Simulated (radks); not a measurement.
Spherical quantum dot in the effective-mass picture: electrons in a parabolic well V = omega^2 r^2 / 2 with omega = 0.142, all in effective atomic units (hartree* = m*/eps^2 hartree, bohr* = eps/m* bohr), one dielectric constant everywhere. Method: non-relativistic Kohn-Sham, PBEsol, spin-polarised, spherical densities; computed with a radial shooting solver with Libxc functionals. Levels are named by radial order and angular momentum (1s, 1p, 1d, 2s, ...), and open shells are averaged over m. Results are scaled to m* = 0.359 and eps = 11.5, for which hartree* = 73.87 meV and bohr* = 1.695 nm. Each electron was tried in the lowest free levels, single moves between levels near the top were tried too, and the lowest total energy was kept; such a search can miss a lower state. The series stops at N = 8: beyond it a trial failed or the search could not be trusted, so later rows were left out. At N = 1 the Hartree and exchange-correlation terms need not cancel, so that row can carry a self-interaction error.

N	open shells	2S	E (meV)	mu = E(N) - E(N-1) (meV)	addition energy mu(N+1) - mu(N) (meV)	e(HOMO) (meV)	rms radius (nm)
1	1s(up 1, down 0)	1	15.8990	15.899	18.24	23.601	5.562
2	none	0	50.0425	34.143	19.92	40.786	6.401
3	1p(up 1, down 0)	1	104.111	54.068	11.37	59.753	7.379
4	1p(up 2, down 0)	2	169.552	65.441	11.15	71.080	8.025
5	1p(up 3, down 0)	3	246.144	76.592	13.14	82.036	8.544
6	1p(up 3, down 1)	2	335.876	89.732	9.636	94.532	9.026
7	1p(up 3, down 2)	1	435.244	99.368	9.588	104.19	9.443
8	none	0	544.199	108.96	-	113.69	9.818

All shells are closed at N = 2, 8 (there: 1s2 1p6); the second difference of the energy has clear peaks (12 % above both neighbours; the first and last values, which can be the largest, are not judged, and half-filled shells can peak too) at N = 5.
